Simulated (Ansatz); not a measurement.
Geometry optimisation of Mg7O7⁻.

```yaml
crystal:
  periodic: [false, false, false]
  atoms:
    - {symbol: Mg, position_ang: [1.938620, 1.666970, -1.008670]}
    - {symbol: Mg, position_ang: [3.024800, 1.206010, 1.554430]}
    - {symbol: Mg, position_ang: [-3.281780, -1.370290, -1.588470]}
    - {symbol: Mg, position_ang: [0.779380, -0.367360, 1.901190]}
    - {symbol: Mg, position_ang: [-0.330660, 0.853090, -2.379080]}
    - {symbol: Mg, position_ang: [-0.924330, -0.531200, -0.119960]}
    - {symbol: Mg, position_ang: [-2.495070, -2.226080, 1.550310]}
    - {symbol: O, position_ang: [3.364110, 2.092270, 0.050320]}
    - {symbol: O, position_ang: [-3.504460, -2.204960, 0.045800]}
    - {symbol: O, position_ang: [0.706550, 0.429630, 0.023120]}
    - {symbol: O, position_ang: [-1.723030, -0.274040, -1.841280]}
    - {symbol: O, position_ang: [1.085590, 1.873020, -2.644080]}
    - {symbol: O, position_ang: [-0.892400, -1.300070, 1.661970]}
    - {symbol: O, position_ang: [2.252680, 0.153010, 2.794400]}
basis:
  gaussian: {orbitals: def2-SVP}
total_charge: -1
magnetization: {spin_polarized: true, initial_magnetization: 1}
hamiltonian: {xc: pbe, dispersion: d4}
scf: {lower_state_search: "off"}
output: {orbitals: {seedname: orbitals}}
relax: {f_tol: 0.03, max_steps: 70}
```

```sh
$ ansatz run in.yaml --threads 4 --pin off --events-out ev --progress --plain --max-ram 6963MiB
```

Output, abridged:

```
Functional definition: PBE
mean field -52396.01763589 eV, -1925.5181328227 hartree, gradient 1.2e-6 eV, S^2 0.753305; 0 other end points of the search recorded, 0 dependent functions left out
relax step   1: F+E_penalty+E_count = -52396.63527005 eV  Δ(F+E_penalty+E_count) = +0.000e0 eV  max|allowed force component| = 1.304e0 eV/Å  Δτ_max = 0.0000 Å  (38 SCF iters, accepted)
mean field -52396.26476378 eV, -1925.5272146052 hartree, gradient 2.0e-6 eV, S^2 0.753573; 0 other end points of the search recorded, 0 dependent functions left out
relax step   2: F+E_penalty+E_count = -52396.87207826 eV  Δ(F+E_penalty+E_count) = -2.368e-1 eV  max|allowed force component| = 7.027e-1 eV/Å  Δτ_max = 0.0793 Å  (24 SCF iters, accepted)
mean field -52396.53431059 eV, -1925.5371202675 hartree, gradient 1.3e-6 eV, S^2 0.754228; 0 other end points of the search recorded, 0 dependent functions left out
relax step   3: F+E_penalty+E_count = -52397.13041210 eV  Δ(F+E_penalty+E_count) = -2.583e-1 eV  max|allowed force component| = 4.095e-1 eV/Å  Δτ_max = 0.2000 Å  (28 SCF iters, accepted)
mean field -52396.72454136 eV, -1925.5441111194 hartree, gradient 1.9e-6 eV, S^2 0.755519; 0 other end points of the search recorded, 0 dependent functions left out
relax step   4: F+E_penalty+E_count = -52397.31976368 eV  Δ(F+E_penalty+E_count) = -1.894e-1 eV  max|allowed force component| = 4.663e-1 eV/Å  Δτ_max = 0.2000 Å  (30 SCF iters, accepted)
mean field -52396.79563962 eV, -1925.5467239322 hartree, gradient 2.5e-6 eV, S^2 0.759514; 0 other end points of the search recorded, 0 dependent functions left out
relax step   5: F+E_penalty+E_count = -52397.39483230 eV  Δ(F+E_penalty+E_count) = -7.507e-2 eV  max|allowed force component| = 2.802e-1 eV/Å  Δτ_max = 0.1950 Å  (36 SCF iters, accepted)
mean field -52396.80550772 eV, -1925.5470865784 hartree, gradient 8.0e-6 eV, S^2 0.757581; 0 other end points of the search recorded, 0 dependent functions left out
relax step   6: F+E_penalty+E_count = -52397.40662370 eV  Δ(F+E_penalty+E_count) = -1.179e-2 eV  max|allowed force component| = 4.397e-1 eV/Å  Δτ_max = 0.0625 Å  (28 SCF iters, accepted)
mean field -52396.81932836 eV, -1925.5475944776 hartree, gradient 2.1e-6 eV, S^2 0.758877; 0 other end points of the search recorded, 0 dependent functions left out
relax step   7: F+E_penalty+E_count = -52397.42102009 eV  Δ(F+E_penalty+E_count) = -1.440e-2 eV  max|allowed force component| = 3.526e-2 eV/Å  Δτ_max = 0.0277 Å  (26 SCF iters, accepted)
mean field -52396.81984628 eV, -1925.5476135106 hartree, gradient 1.9e-6 eV, S^2 0.758785; 0 other end points of the search recorded, 0 dependent functions left out
relax step   8: F+E_penalty+E_count = -52397.42140942 eV  Δ(F+E_penalty+E_count) = -3.893e-4 eV  max|allowed force component| = 1.476e-2 eV/Å  Δτ_max = 0.0099 Å  (26 SCF iters, accepted)
Total energy: -52397.42147496 eV, -1925.5697229567 hartree
Atom 0 at     1.957684     1.665091    -0.971244 Å, force     0.014583     0.004698     0.009747 eV/Å
Atom 1 at     3.291469     1.284850     1.755429 Å, force    -0.008640    -0.009084     0.007971 eV/Å
Atom 2 at    -3.399114    -1.348874    -1.752812 Å, force    -0.001626     0.000053    -0.000474 eV/Å
Atom 3 at     0.755616    -0.283143     1.682835 Å, force    -0.007440    -0.001928    -0.003498 eV/Å
Atom 4 at    -0.280015     0.780078    -2.165027 Å, force     0.000493    -0.002551     0.001590 eV/Å
Atom 5 at    -1.280219    -0.749675    -0.115245 Å, force     0.002476     0.001148     0.003458 eV/Å
Atom 6 at    -2.459626    -2.324706     1.769256 Å, force     0.000795     0.001734    -0.001856 eV/Å
Atom 7 at     3.437624     2.110930     0.128063 Å, force    -0.008794     0.000836    -0.014762 eV/Å
Atom 8 at    -3.073463    -1.924133     0.023774 Å, force     0.000926    -0.000961     0.001554 eV/Å
Atom 9 at     0.416378     0.356785    -0.217061 Å, force    -0.001888     0.000509    -0.003004 eV/Å
Atom 10 at    -1.857425    -0.286048    -1.991502 Å, force     0.000882     0.001555    -0.002393 eV/Å
Atom 11 at     1.122450     1.887248    -2.666451 Å, force    -0.003248    -0.000881    -0.000124 eV/Å
Atom 12 at    -0.865491    -1.330704     1.758555 Å, force    -0.000191    -0.001039    -0.001174 eV/Å
Atom 13 at     2.234131     0.162302     2.761430 Å, force     0.011673     0.005912     0.002967 eV/Å
Dipole moment:    -1.229149    -1.011829     0.541501 e Å
Checks for a lower state left out: stability, starts, cluster_reference, orbital_swaps, neighbouring_geometries, increment
```

It took 75 s on 4 threads of Arm Neoverse V2 on a shared host.

The structure comes from a short search, and lower isomers may exist.
